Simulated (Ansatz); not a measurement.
Reaction (redistribution): `CO[SiH](F)[SiH3]` + `C=C[CH2][GaH][Cl]` → `C=C[SiH](F)OC` + `[SiH3][CH2][GaH][Cl]`

Program: Ansatz. Geometries: PBE0-D4/def2-TZVP. ΔE: electronic, gas phase. CBS: MP2 limit from def2 TZ/QZ plus the TZ coupled-cluster correction, frozen cores. DFT in def2-TZVPP. B3LYP here is the variant with VWN-RPA as its local correlation; programs differ in this. For Ga outer-core shells are correlated without core-valence functions, which leaves a few kJ/mol of doubt a bond. Scalar relativity is left out up to krypton. One conformer a species, not always the lowest.

`CO[SiH](F)[SiH3]`:

```xyz
12

C     0.606    1.437   -1.674
O     0.356    0.859   -0.409
Si   -0.062   -0.694   -0.156
F     1.174   -1.667   -0.471
Si   -0.643   -0.881    2.101
H    -0.083    1.052   -2.435
H     0.467    2.516   -1.592
H     1.632    1.236   -1.993
H    -1.120   -1.090   -1.128
H    -1.837   -0.037    2.374
H    -0.974   -2.295    2.422
H     0.483   -0.434    2.961
```

`C=C[CH2][GaH][Cl]`:

Z-matrix (Å, degrees):
```
C
C 1 1.489
Ga 1 1.971 2 99.7
H 1 1.089 2 112.6 3 119.9
H 1 1.090 2 112.7 3 -114.7
C 2 1.333 1 125.6 3 84.5
H 2 1.089 1 116.1 3 -91.6
Cl 3 2.159 1 114.2 2 -101.3
H 3 1.558 1 129.8 2 70.8
H 6 1.086 2 121.6 1 3.4
H 6 1.083 2 121.2 1 -177.4
```

`C=C[SiH](F)OC`:

Z-matrix (Å, degrees):
```
Si
C 1 1.850
O 1 1.626 2 111.8
F 1 1.601 2 106.8 3 121.0
H 1 1.476 2 114.1 3 -120.4
C 2 1.331 1 122.5 3 23.9
H 2 1.089 1 119.2 3 -157.4
C 3 1.412 1 125.8 2 62.6
H 6 1.087 2 121.6 1 -1.1
H 6 1.086 2 122.4 1 178.8
H 8 1.093 3 110.6 1 77.7
H 8 1.091 3 108.2 1 -163.3
H 8 1.095 3 111.8 1 -43.6
```

`[SiH3][CH2][GaH][Cl]`:

Cartesian coordinates in Å:
```
Si -0.927 0.347 -1.089
C -0.448 -0.387 0.566
Ga 1.391 0.011 1.083
Cl 2.874 -1.317 0.255
H -0.063 -0.203 -2.165
H -2.348 0.057 -1.420
H -0.748 1.825 -1.060
H -1.127 -0.007 1.334
H -0.555 -1.474 0.509
H 1.951 1.149 1.986
```

```tsv
level	ΔE (kJ/mol)	difference from CCSD(T)/CBS
r2SCAN-D4	-51.6	8.3
PBE0-D4	-46.0	13.9
ωB97X-V	-55.1	4.8
ωB97M-V	-63.4	-3.5
B2PLYP	-56.2	3.7
r2SCAN	-51.3	8.6
B3LYP	-49.6	10.3
MP2/def2-TZVPP	-64.3	-4.4
CCSD/def2-TZVPP	-60.7	-0.8
HF/def2-QZVPP	-66.3	-6.4
CCSD(T)/CBS	-59.9	0
```

Largest T1 diagnostic among the species: 0.012.

From PBE to PBE0 (25 % exact exchange), in def2-TZVPP and without D4, ΔE moves by −7.9 kJ/mol.
